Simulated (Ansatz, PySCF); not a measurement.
Reaction (SMILES): O[Si](O)(O[SiH3])O[SiH3] + 2 O (H2O) + 3 [SiH4] (SiH4) -> 6 O[SiH3] [hydroxysilane]
Geometries: B3LYP-D3(BJ)/def2-TZVP minima from Ansatz (a first-principles code), one conformer each, not searched for the lowest. Frequencies are from Ansatz or PySCF.

Wanted: bond separation energy (enthalpy at 298 K, with B3LYP-D3(BJ) rigid-rotor harmonic-oscillator terms), in kJ/mol. Correlated levels leave the core frozen unless marked. Spin-orbit coupling is left out. No relativistic terms. CBS marks a two-point X^-3 extrapolation of the correlation energy; Hartree-Fock from the larger set.

CCSD(T)/CBS(cc-pV(T+d)Z,cc-pV(Q+d)Z) (Ansatz) gives 148.2 kJ/mol.

### Question
Another calculation gave 140.1 kJ/mol. Which level was it?
(A) wB97X/def2-TZVPD (Ansatz)
(B) BLYP/def2-TZVPD (Ansatz)
(C) SVWN5/def2-TZVPD (Ansatz)

### Answer
A, wB97X/def2-TZVPD (Ansatz). The others give 122.5 (BLYP), 152.0 (SVWN5) kJ/mol.
